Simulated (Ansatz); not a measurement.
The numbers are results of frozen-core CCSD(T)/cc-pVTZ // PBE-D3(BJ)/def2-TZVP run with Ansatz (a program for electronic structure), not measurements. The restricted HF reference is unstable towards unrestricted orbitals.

Ansatz 0.2 input:
```yaml
crystal:
  periodic: [false, false, false]
  atoms:
    - { symbol: C, position_ang: [1.53319, -0.24272, -1.348735] }
    - { symbol: C, position_ang: [0.728312, 0.690769, -0.814251] }
    - { symbol: C, position_ang: [-0.307625, 0.443931, 0.185545] }
    - { symbol: C, position_ang: [-1.061161, 1.462781, 0.65419] }
    - { symbol: Si, position_ang: [-0.61481, -1.296388, 0.841425] }
    - { symbol: H, position_ang: [1.467859, -1.295445, -1.06232] }
    - { symbol: H, position_ang: [2.287079, 0.014392, -2.092962] }
    - { symbol: H, position_ang: [0.838085, 1.733259, -1.139084] }
    - { symbol: H, position_ang: [-0.913299, 2.488094, 0.297844] }
    - { symbol: H, position_ang: [-1.843101, 1.313394, 1.400653] }
    - { symbol: H, position_ang: [0.609608, -1.851408, 1.49927] }
    - { symbol: H, position_ang: [-1.723948, -1.229684, 1.840642] }
    - { symbol: H, position_ang: [-1.00019, -2.230978, -0.262215] }
basis:
  gaussian: { orbitals: cc-pVTZ }
correlation:
  method: ccsd_t
```

Output:

```
Functional definition: HF
1508 factors; integrals over basis functions are off by at most 8.3e-4 eV
mean field evaluation 1: about -12107.5936 eV, gradient 3.2e1 eV
mean field evaluation 2: about -12107.9188 eV, gradient 3.2e1 eV
mean field evaluation 4: about -12111.2465 eV, gradient 4.0e0 eV
mean field evaluation 8: about -12111.3015 eV, gradient 2.2e-1 eV
mean field evaluation 16: about -12110.5425 eV, gradient 1.1e1 eV
mean field -12111.30171120 eV, -445.0821285514 hartree, gradient 5.5e-6 eV, S^2 0.000000; 0 other end points of the search recorded, 0 dependent functions left out; unrestricted orbitals would lower it
9 core orbitals not correlated
reference -12111.30171120 eV, -445.0821285514 hartree; 14, 14 occupied and 243, 243 virtual orbitals, 1508 factors
second order -21.14836267 eV of doubles, -0.00000000 eV of singles
cycle   1  -21.81213967 eV  change   -6.6e-1 eV  update   1.1e-1
cycle   2  -22.45164748 eV  change   -6.4e-1 eV  update   3.5e-2
cycle   3  -22.57605885 eV  change   -1.2e-1 eV  update   1.6e-2
cycle   4  -22.57258567 eV  change    3.5e-3 eV  update   4.9e-3
cycle   5  -22.57290426 eV  change   -3.2e-4 eV  update   2.0e-3
cycle   6  -22.57350482 eV  change   -6.0e-4 eV  update   5.2e-4
cycle   7  -22.57335343 eV  change    1.5e-4 eV  update   2.4e-4
cycle   8  -22.57336499 eV  change   -1.2e-5 eV  update   1.1e-4
cycle   9  -22.57337662 eV  change   -1.2e-5 eV  update   4.4e-5
cycle  10  -22.57335248 eV  change    2.4e-5 eV  update   1.6e-5
perturbative correction -1.05362172 eV, -0.0387198842 hartree
Total energy: -12134.92868540 eV, -445.9504038385 hartree
```

Cost: around 9 core-minutes (rough).
